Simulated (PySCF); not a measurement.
## Calculated data, Al$_{2}$BH$_{4}$O, AlB$_{2}$FH$_{3}$, CH$_{4}$AlBCl, AlBCl$_{2}$H and others

All values are calculated (PySCF 2.14.0). Calculation on a computer-drawn molecule: the log of a Hartree-Fock and frozen-core CCSD(T) single point meant for a local Hartree-Fock minimum, with one planted fault or none, to be diagnosed. Offsets are logged minus clean, where the clean run is the same molecule without the fault. The reference is restricted for singlets and unrestricted otherwise, and also for a bond in bohr or an excited solution. Adding or removing an electron swaps singlet and doublet. The excited solution moves the top pair (singlet) or top alpha electron (doublet) to the lowest empty orbital. Highest occupied and lowest empty are orbital energies over both spins, largest force is the largest gradient component, triples share is (T) over the correlation energy, the T1 limit is 0.02 restricted and 0.045 unrestricted, electrons count all cores, a negative frequency is imaginary (commonest isotopes), and the dipole is about the centre of nuclear charge.

Common to all runs: meant charge 0; meant multiplicity 2; meant basis cc-pV(D+d)Z; logged SCF converged yes; possible faults no fault, one electron removed, one electron added, multiplicity raised by two, geometry at a saddle point, SCF held on an excited solution, minimal basis STO-3G, one bond length entered in bohr, all coordinates scaled.

```yaml
- entry: 1
  formula: Al2BH4O
  logged_structure:
    atoms_angstrom:
      - [B, -3.1355, -0.4375, 0.9234]
      - [Al, -2.9907, 1.0407, -0.5085]
      - [O, -1.4801, 1.4551, -1.1311]
      - [Al, -0.0119, 1.9244, -1.7998]
      - [H, -3.2354, -1.2881, 1.7492]
      - [H, -4.2827, 1.7857, -1.0248]
      - [H, 0.8098, 3.0811, -1.1115]
      - [H, 0.5114, 1.1907, -3.0938]
  given:
    logged_electrons: 43
    logged_basis_functions: 94
    logged_spin_squared: 0.762
    "logged_highest_occupied [eV]": -7.924
    "logged_lowest_empty [eV]": 0.33045
    "logged_largest_force [hartree/bohr]": 0.0085231
    "logged_dipole_magnitude [debye]": 0.28227
    logged_SCF_stable_within_its_kind: "no"
    "logged_energy_HF [hartree]": -585.73206
    drawn_bonds_atom: [1, 2, 3, 1, 2, 4, 4]
    drawn_bonds_other_atom: [2, 3, 4, 5, 6, 7, 8]
    drawn_bonds_order: [1, 1, 1, 1, 1, 1, 1]
  results:
    planted_fault: "SCF held on an excited solution"
    "HF_energy_offset_from_clean_run [kcal/mol]": 8.328
  notes: ["coupled-cluster numbers left out as unreliable"]
- entry: 2
  formula: AlB2FH3
  logged_structure:
    atoms_angstrom:
      - [B, -0.1962, -2.4736, 0.5843]
      - [Al, 0.3244, -0.5778, 1.2055]
      - [B, -0.908, 1.1789, 1.2025]
      - [F, 1.886, -0.4236, 1.7689]
      - [H, -0.5181, -3.5587, 0.2202]
      - [H, -1.594, 1.4852, 2.1422]
      - [H, -0.96, 1.9272, 0.2619]
  given:
    logged_electrons: 34
    logged_basis_functions: 80
    logged_spin_squared: 0.0
    "logged_highest_occupied [eV]": -15.608
    "logged_lowest_empty [eV]": -6.5786
    "logged_largest_force [hartree/bohr]": 0.060102
    logged_T1_diagnostic: 0.016733
    logged_D1_diagnostic: 0.042409
    logged_triples_share: 0.019438
    logged_CC_converged: "yes"
    "logged_dipole_magnitude [debye]": 8.8114
    logged_SCF_stable_within_its_kind: "yes"
    "logged_energy_HF [hartree]": -392.16442
    "logged_energy_CCSD(T) [hartree]": -392.58544
    drawn_bonds_atom: [1, 2, 2, 1, 3, 3]
    drawn_bonds_other_atom: [2, 3, 4, 5, 6, 7]
    drawn_bonds_order: [1, 1, 1, 1, 1, 1]
  results:
    planted_fault: "one electron removed"
    "HF_energy_offset_from_clean_run [kcal/mol]": 171.5
    "CCSD(T)_energy_offset_from_clean_run [kcal/mol]": 178.5
- entry: 3
  formula: CH4AlBCl
  logged_structure:
    atoms_angstrom:
      - [B, -0.8593, -1.4726, -0.656]
      - [Al, -0.8517, 0.5418, -0.2662]
      - [C, -0.1137, 1.4035, 1.3219]
      - [Cl, -1.7482, 1.7564, -1.7703]
      - [H, -0.865, -2.6395, -0.8805]
      - [H, -0.8949, 1.9442, 1.8676]
      - [H, 0.3436, 0.6883, 2.0125]
      - [H, 0.6489, 2.1399, 1.0461]
  given:
    logged_electrons: 45
    logged_basis_functions: 94
    logged_spin_squared: 0.7588
    "logged_highest_occupied [eV]": -8.4149
    "logged_lowest_empty [eV]": 0.85618
    "logged_largest_force [hartree/bohr]": 2.255e-05
    "logged_lowest_frequency [cm^-1]": 62.129
    logged_T1_diagnostic: 0.011274
    logged_D1_diagnostic: 0.033703
    logged_triples_share: 0.024962
    logged_CC_converged: "yes"
    "logged_dipole_magnitude [debye]": 2.3585
    logged_SCF_stable_within_its_kind: "yes"
    "logged_energy_HF [hartree]": -766.31584
    "logged_energy_CCSD(T) [hartree]": -766.77804
    drawn_bonds_atom: [1, 2, 2, 1, 3, 3, 3]
    drawn_bonds_other_atom: [2, 3, 4, 5, 6, 7, 8]
    drawn_bonds_order: [1, 1, 1, 1, 1, 1, 1]
  results:
    planted_fault: "no fault"
    "HF_energy_offset_from_clean_run [kcal/mol]": 0.0
    "CCSD(T)_energy_offset_from_clean_run [kcal/mol]": 0.0
- entry: 4
  formula: AlBCl2H
  logged_structure:
    atoms_angstrom:
      - [B, 1.9932, -0.5492, -2.2702]
      - [Al, 3.7408, -0.6809, 1.1483]
      - [Cl, 3.7971, 1.0148, 2.3886]
      - [Cl, 4.653, -2.4522, 1.8174]
      - [H, 1.469, -0.503, -3.3325]
  given:
    logged_electrons: 53
    logged_basis_functions: 88
    logged_spin_squared: 1.2104
    "logged_highest_occupied [eV]": -8.5099
    "logged_lowest_empty [eV]": 0.68029
    "logged_largest_force [hartree/bohr]": 0.017054
    logged_T1_diagnostic: 0.069036
    logged_D1_diagnostic: 0.32894
    logged_triples_share: 0.022837
    logged_CC_converged: "yes"
    "logged_dipole_magnitude [debye]": 3.7696
    logged_SCF_stable_within_its_kind: "yes"
    "logged_energy_HF [hartree]": -1186.18154
    "logged_energy_CCSD(T) [hartree]": -1186.61464
    drawn_bonds_atom: [1, 2, 2, 1]
    drawn_bonds_other_atom: [2, 3, 4, 5]
    drawn_bonds_order: [1, 1, 1, 1]
  results:
    planted_fault: "one bond length entered in bohr, row 1 of the drawn bonds"
    "HF_energy_offset_from_clean_run [kcal/mol]": 58.55
    "CCSD(T)_energy_offset_from_clean_run [kcal/mol]": 61.67
  notes: ["T1 above single-reference limit"]
- entry: 5
  formula: AlBCl2H
  logged_structure:
    atoms_angstrom:
      - [B, 1.9932, -0.5492, -2.2702]
      - [Al, 2.918, -0.6189, -0.4612]
      - [Cl, 2.9743, 1.0769, 0.7791]
      - [Cl, 3.8302, -2.3902, 0.2079]
      - [H, 1.469, -0.503, -3.3325]
  given:
    logged_electrons: 52
    logged_basis_functions: 88
    logged_spin_squared: 0.0
    "logged_highest_occupied [eV]": -16.918
    "logged_lowest_empty [eV]": -6.9696
    "logged_largest_force [hartree/bohr]": 0.073573
    logged_T1_diagnostic: 0.016
    logged_D1_diagnostic: 0.047172
    logged_triples_share: 0.025551
    logged_CC_converged: "yes"
    "logged_dipole_magnitude [debye]": 10.791
    logged_SCF_stable_within_its_kind: "yes"
    "logged_energy_HF [hartree]": -1185.98517
    "logged_energy_CCSD(T) [hartree]": -1186.416
    drawn_bonds_atom: [1, 2, 2, 1]
    drawn_bonds_other_atom: [2, 3, 4, 5]
    drawn_bonds_order: [1, 1, 1, 1]
  results:
    planted_fault: "one electron removed"
    "HF_energy_offset_from_clean_run [kcal/mol]": 181.8
    "CCSD(T)_energy_offset_from_clean_run [kcal/mol]": 186.3
- entry: 6
  formula: AlBHO
  logged_structure:
    atoms_angstrom:
      - [B, -0.2192, 0.6041, -0.4959]
      - [Al, -0.6474, -1.2255, 0.4086]
      - [O, -0.881, -2.6568, 1.0196]
      - [H, -0.4844, 1.7608, -0.5536]
  given:
    logged_electrons: 27
    logged_basis_functions: 56
    logged_spin_squared: 0.7688
    "logged_highest_occupied [eV]": -9.5103
    "logged_lowest_empty [eV]": -0.95852
    "logged_largest_force [hartree/bohr]": 0.024105
    "logged_dipole_magnitude [debye]": 6.282
    logged_SCF_stable_within_its_kind: "no"
    "logged_energy_HF [hartree]": -341.92616
    drawn_bonds_atom: [1, 2, 1]
    drawn_bonds_other_atom: [2, 3, 4]
    drawn_bonds_order: [1, 2, 1]
  results:
    planted_fault: "SCF held on an excited solution"
    "HF_energy_offset_from_clean_run [kcal/mol]": 8.812
  notes: ["coupled-cluster numbers left out as unreliable"]
- entry: 7
  formula: AlBHO
  logged_structure:
    atoms_angstrom:
      - [B, -0.2192, 0.6041, -0.4959]
      - [Al, -0.6474, -1.2255, 0.4086]
      - [O, -0.881, -2.6568, 1.0196]
      - [H, -0.4844, 1.7608, -0.5536]
  given:
    logged_electrons: 27
    logged_basis_functions: 20
    logged_spin_squared: 0.7644
    "logged_highest_occupied [eV]": -5.6142
    "logged_lowest_empty [eV]": 6.022
    "logged_largest_force [hartree/bohr]": 0.025417
    "logged_dipole_magnitude [debye]": 3.0598
    logged_SCF_stable_within_its_kind: "yes"
    "logged_energy_HF [hartree]": -337.61532
    drawn_bonds_atom: [1, 2, 1]
    drawn_bonds_other_atom: [2, 3, 4]
    drawn_bonds_order: [1, 2, 1]
  results:
    planted_fault: "minimal basis STO-3G"
    "HF_energy_offset_from_clean_run [kcal/mol]": 2714
  notes: ["coupled-cluster numbers left out as unreliable"]
- entry: 8
  formula: AlB2FH3
  logged_structure:
    atoms_angstrom:
      - [B, -0.0322, 2.303, -1.1425]
      - [B, -0.4377, 1.2421, -0.0692]
      - [Al, 0.5471, 1.752, 1.7637]
      - [F, 1.5185, 3.106, 1.7491]
      - [H, 0.3551, 3.1686, -1.8485]
      - [H, -1.1552, 0.2893, -0.1551]
      - [H, 0.4793, 1.0091, 3.1522]
  given:
    logged_electrons: 35
    logged_basis_functions: 80
    logged_spin_squared: 0.757
    "logged_highest_occupied [eV]": -9.054
    "logged_lowest_empty [eV]": 0.19293
    "logged_largest_force [hartree/bohr]": 2.4552e-05
    "logged_lowest_frequency [cm^-1]": 58.35
    logged_T1_diagnostic: 0.021093
    logged_D1_diagnostic: 0.071661
    logged_triples_share: 0.024167
    logged_CC_converged: "yes"
    "logged_dipole_magnitude [debye]": 1.9372
    logged_SCF_stable_within_its_kind: "yes"
    "logged_energy_HF [hartree]": -392.46576
    "logged_energy_CCSD(T) [hartree]": -392.90979
    drawn_bonds_atom: [1, 2, 3, 1, 2, 3]
    drawn_bonds_other_atom: [2, 3, 4, 5, 6, 7]
    drawn_bonds_order: [1, 1, 1, 1, 1, 1]
  results:
    planted_fault: "no fault"
    "HF_energy_offset_from_clean_run [kcal/mol]": 0.0
    "CCSD(T)_energy_offset_from_clean_run [kcal/mol]": 0.0
- entry: 9
  formula: AlB3H5
  logged_structure:
    atoms_angstrom:
      - [B, 3.008, -0.542, -2.1396]
      - [B, 2.0032, -0.9891, -1.0554]
      - [B, 0.4855, -1.6575, -0.9901]
      - [Al, 2.8943, -0.5965, 0.8654]
      - [H, 3.8342, -0.1758, -2.9022]
      - [H, -0.4982, -0.9672, -0.939]
      - [H, 0.3296, -2.8494, -0.9453]
      - [H, 2.6428, 0.7831, 1.5987]
      - [H, 3.7752, -1.6976, 1.5836]
  given:
    logged_electrons: 34
    logged_basis_functions: 90
    logged_spin_squared: 0.0
    "logged_highest_occupied [eV]": -1.1457
    "logged_lowest_empty [eV]": 5.0869
    "logged_largest_force [hartree/bohr]": 0.034086
    logged_T1_diagnostic: 0.024657
    logged_D1_diagnostic: 0.071227
    logged_triples_share: 0.041124
    logged_CC_converged: "yes"
    "logged_dipole_magnitude [debye]": 2.9219
    logged_SCF_stable_within_its_kind: "yes"
    "logged_energy_HF [hartree]": -318.76989
    "logged_energy_CCSD(T) [hartree]": -319.17997
    drawn_bonds_atom: [1, 2, 2, 1, 3, 3, 4, 4]
    drawn_bonds_other_atom: [2, 3, 4, 5, 6, 7, 8, 9]
    drawn_bonds_order: [1, 1, 1, 1, 1, 1, 1, 1]
  results:
    planted_fault: "one electron added"
    "HF_energy_offset_from_clean_run [kcal/mol]": 0.8422
    "CCSD(T)_energy_offset_from_clean_run [kcal/mol]": -28.39
  notes: ["T1 above single-reference limit"]
- entry: 10
  formula: Al2BH3N
  logged_structure:
    atoms_angstrom:
      - [B, -1.311, -0.3367, -3.122]
      - ["N", -1.6212, 0.2528, -2.0654]
      - [Al, -2.0618, 1.1869, -0.6165]
      - [Al, -2.491, 0.3292, 1.8213]
      - [H, -1.0197, -0.8934, -4.1122]
      - [H, -1.3437, 0.4306, 2.9159]
      - [H, -3.976, 0.0913, 2.3338]
  given:
    logged_electrons: 41
    logged_basis_functions: 89
    logged_spin_squared: 0.8029
    "logged_highest_occupied [eV]": -6.8399
    "logged_lowest_empty [eV]": 0.81939
    "logged_largest_force [hartree/bohr]": 1.592e-05
    "logged_lowest_frequency [cm^-1]": 71.229
    logged_T1_diagnostic: 0.023215
    logged_D1_diagnostic: 0.074302
    logged_triples_share: 0.035675
    logged_CC_converged: "yes"
    "logged_dipole_magnitude [debye]": 2.3733
    logged_SCF_stable_within_its_kind: "yes"
    "logged_energy_HF [hartree]": -564.73604
    "logged_energy_CCSD(T) [hartree]": -565.13103
    drawn_bonds_atom: [1, 2, 3, 1, 4, 4]
    drawn_bonds_other_atom: [2, 3, 4, 5, 6, 7]
    drawn_bonds_order: [1, 2, 1, 1, 1, 1]
  results:
    planted_fault: "no fault"
    "HF_energy_offset_from_clean_run [kcal/mol]": 0.0
    "CCSD(T)_energy_offset_from_clean_run [kcal/mol]": 0.0
```
